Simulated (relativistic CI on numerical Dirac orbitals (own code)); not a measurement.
**Fe+ in a cubic cluster: L2,3 absorption with charge transfer**

Computed with a charge-transfer multiplet model of a cubic metal-ligand cluster with up to 3 ligand holes, Slater and spin-orbit integrals from Dirac-Coulomb-Breit ions, Slater integrals scaled by 0.7. The ground state mixes d7 with configurations of k ligand holes L, whose averages lie at kΔ + k(k − 1)U_dd/2; a core hole lowers each added d electron by U_cd. 20 K, Lorentzian 0.4 eV and Gaussian 0.3 eV FWHM.

Atomic integrals in eV (Slater integrals scaled, ζ unscaled), ground: F2dd 6.782, F4dd 4.176, zeta_d 0.042; with the core hole: F2dd 7.386, F4dd 4.556, zeta_d 0.059, zeta_core 8.141, F2cd 4.321, G1cd 3.173, G3cd 1.802.

Cluster parameters (eV): Δ = 4.8, U_dd = 7.3, 10Dq = 1.25, 10Dq(ligand) = 1.5, V(eg) = 2.1, V(t2g) = -1, final-state hopping factor = 0.8.

| Case | n_d | d7 | d8L | d9L2 | d10L3 | S |
| --- | --- | --- | --- | --- | --- | --- |
| U_cd = 7.7 eV | 7.31 | 0.71 | 0.28 | 0.01 | 0.00 | 0.52 |
| U_cd = 8.9 eV | 7.31 | 0.71 | 0.28 | 0.01 | 0.00 | 0.52 |
| U_cd = 9.5 eV | 7.31 | 0.71 | 0.28 | 0.01 | 0.00 | 0.52 |
| U_cd = 10.1 eV | 7.31 | 0.71 | 0.28 | 0.01 | 0.00 | 0.52 |
| U_cd = 10.7 eV | 7.31 | 0.71 | 0.28 | 0.01 | 0.00 | 0.52 |

Weights, n_d and S are thermal averages at 20 K. Photon energies count from the first peak over 30 % of the highest in each spectrum, which can be another peak from case to case. The parameters are a model scan and need not match a compound or its usual spin state. Peaks in eV (height, largest 100):
- U_cd = 7.7 eV: 0.0 (49), 1.0 (85), 1.8 (100), 12.4 (31), 13.5 (52)
- U_cd = 8.9 eV: 0.0 (50), 0.9 (95), 1.7 (100), 3.4 (9), 12.4 (31), 13.5 (57)
- U_cd = 9.5 eV: 0.0 (49), 0.8 (97), 1.5 (100), 3.3 (9), 12.4 (30), 13.4 (58)
- U_cd = 10.1 eV: 0.0 (48), 0.8 (100), 1.5 (97), 3.2 (8), 5.1 (6), 12.4 (30), 13.4 (59)
- U_cd = 10.7 eV: 0.0 (46), 0.8 (100), 1.4 (89), 3.1 (8), 4.9 (6), 5.6 (7), 6.0 (7), 12.4 (28), 13.3 (57)

Curve for U_cd = 9.5 eV (points under 2 left out, the grid thinned):

```csv
E (eV),Intensity
-1.7,2.0
-1.4,2.7
-1.1,3.9
-0.8,6.5
-0.5,13.7
-0.2,37.8
0.1,45.4
0.4,39.3
0.7,84.1
1.0,86.3
1.3,79.2
1.7,83.3
2.0,42.4
2.3,22.4
2.6,11.3
2.9,8.5
3.2,8.6
3.5,8.2
3.8,6.0
4.1,3.4
4.4,3.0
4.7,3.3
5.0,3.4
5.3,4.4
5.6,3.5
5.9,2.3
6.2,2.2
6.5,2.4
6.8,2.0
11.3,2.9
11.6,5.9
11.9,13.5
12.2,24.7
12.5,27.3
12.9,17.9
13.2,43.0
13.5,53.9
13.8,29.7
14.1,21.5
14.4,14.4
14.7,7.5
15.0,5.2
15.3,3.7
15.6,3.3
15.9,2.0
```

For the case U_cd = 8.9 eV, Δ = 4.8 eV is smaller than U_dd = 7.3 eV, the charge-transfer side of the Zaanen-Sawatzky-Allen scheme. With the core hole the configuration with one ligand hole lies at Δ + U_dd − U_cd = 4.4, 3.2, 2.6, 2.0, 1.4 eV from the one without, in the order of the table; where this is negative the screened configuration lies lower, though the effective hopping of about 2.7 eV (from the holes of the mixed ground state) mixes the two strongly wherever it is as large as the gap.
